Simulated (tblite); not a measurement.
C3H14N2Si2.
Numbering: `[CH3:1][CH:2]([CH3:3])[NH:4][SiH2:5][SiH2:6][NH2:7]` (hydrogens: H8, H9, H10 on C1; H11 on C2; H12, H13, H14 on C3; H15 on N4; H16, H17 on Si5; H18, H19 on Si6; H20, H21 on N7)

Structure used (GFN2-xTB), in Å, numbered top down from 1:
```xyz
21
C3H14N2Si2 angstrom
C     -2.148    1.254   -0.786
C     -1.618   -0.027   -0.144
C     -2.235   -0.234    1.241
N     -0.175    0.014   -0.087
Si     0.832   -1.374   -0.176
Si     3.005   -0.678    0.011
N      3.063    1.034   -0.230
H     -1.708    1.387   -1.771
H     -1.892    2.116   -0.172
H     -3.230    1.211   -0.888
H     -1.880   -0.881   -0.777
H     -1.997    0.609    1.887
H     -1.835   -1.140    1.691
H     -3.316   -0.324    1.169
H      0.149    0.803    0.454
H      0.514   -2.415    0.829
H      0.464   -1.999   -1.459
H      3.626   -0.834    1.332
H      3.876   -1.432   -0.912
H      3.952    1.503   -0.157
H      2.543    1.422   -1.001
```

Computed values, GFN2-xTB/tblite, gas phase, harmonic and unscaled. Against measured fundamentals such values can be off by several per cent, at times by over 20. Modes of hydrogen on silicon can be 10 to 20 % off. One conformer, not necessarily the lowest.

Harmonic wavenumbers (cm⁻¹): 28.8, 39.5, 67.6, 78.1, 162.4, 194.3, 213.0, 226.6, 241.9, 334.6, 383.8, 403.6, 441.5, 480.4, 485.2, 524.7, 551.4, 590.7, 606.7, 694.2, 733.1, 817.0, 829.8, 834.1, 874.3, 881.8, 918.5, 939.9, 968.0, 1038.5, 1132.7, 1139.8, 1186.9, 1274.3, 1314.8, 1389.4, 1395.1, 1408.4, 1488.8, 1493.1, 1497.1, 1504.3, 1531.7, 2079.8, 2119.2, 2165.2, 2209.1, 2937.4, 3018.6, 3024.0, 3032.9, 3040.2, 3041.6, 3043.0, 3433.4, 3460.9, 3495.9.

A = 3168, B = 780.7, C = 695.2 MHz; mass 134.070 u (most abundant isotopes); point group C1, symmetry number 1.

Question: Zero-point energy?

Answer: ½Σν̃ = 36721 cm⁻¹ = 104.99 kcal/mol.

Question: What is S at 200 K and 1 bar for an ideal gas of classical rigid rotors and harmonic oscillators?

Answer: Translation 38.63, rotation 28.42, vibration 26.77: S = 93.8 cal/(mol K).

Question: And Cp and H(200 K) − H(0)?

Answer: Cp = 34.26 cal/(mol K), of which vibrations give 26.31 (their classical limit is 57 R = 113.3); H(200 K) − H(0) = 4.32 kcal/mol without the zero-point energy, 2.73 from vibrations.

Question: What must be added to the electronic energy to get the Gibbs energy at 200 K and 1 bar?

Answer: ZPE + [H(200 K) − H(0)] − T·S = 104.99 + 4.32 − 18.77 = 90.54 kcal/mol.

Question: Blend soft modes into free rotors: weight 1/[1 + (100 cm⁻¹/ν̃)⁴] for the oscillator and the rest for a rotor with moment μB/(μ + B), μ = h/(8π²ν), B = 10⁻⁴⁴ kg m². What vibrational entropy results?

Answer: 23.55 cal/(mol K) in place of 26.77, which changes −T·S at 200 K by +0.64 kcal/mol.

Hindered rotation and anharmonicity are outside this model. Other conformers, if any are populated, would add a mixing term that is left out. The structure is chiral; the term R ln 2 for an equal mix with its mirror image is left out.

On an Intel Xeon at 2.50 GHz with one thread, no GPU, shared host with 64 logical CPUs at a one-minute load of 61, this took 2.5 s wall. The figure is for the frequency step alone.
